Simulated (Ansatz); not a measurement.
`C[SiH](O)C=O` → `C=C(O)[SiH2]O`  (isomerisation)

Computed with Ansatz on PBE0-D4/def2-TZVP structures; ΔE is electronic, products minus reactants. CCSD(T)/CBS adds triple-zeta CCSD(T) − MP2 to the extrapolated MP2 energy (def2 sets, frozen cores). DFT in def2-TZVPP. Each species was taken in one conformer, which may not be the lowest.

```csv
level,ΔE (kcal/mol),difference from CCSD(T)/CBS
CAM-B3LYP-D4,10.5,0.2
B2PLYP,11.1,0.8
revPBE,12.3,2.0
LC-ωPBE,12.4,2.1
RPA@PBE/def2-TZVPP,11.5,1.2
CCSD/def2-SVP,12.1,1.8
CCSD(T)/def2-SVP,12.1,1.8
HF/def2-QZVPP,10.9,0.6
SCS-MP2/def2-QZVPP,10.9,0.6
CCSD/CBS(def2),10.3,0.0
CCSD(T)/CBS,10.3,0
```

Largest T1 diagnostic among the species: 0.014.

At CCSD(T), def2-SVP lies +1.8 kcal/mol from the extrapolated value and def2-TZVPP +0.6 kcal/mol. Leaving LDA and LC-ωPBE aside and taking each functional with its dispersion term where it has one, the values, not all of them listed here, spread over 1.6 kcal/mol, from BHLYP-D4 to ωB97X-V. LDA lies −3.6 kcal/mol from PBE without D4. From BLYP to BHLYP (50 % exact exchange), in def2-TZVPP and without D4, ΔE moves by −1.1 kcal/mol.
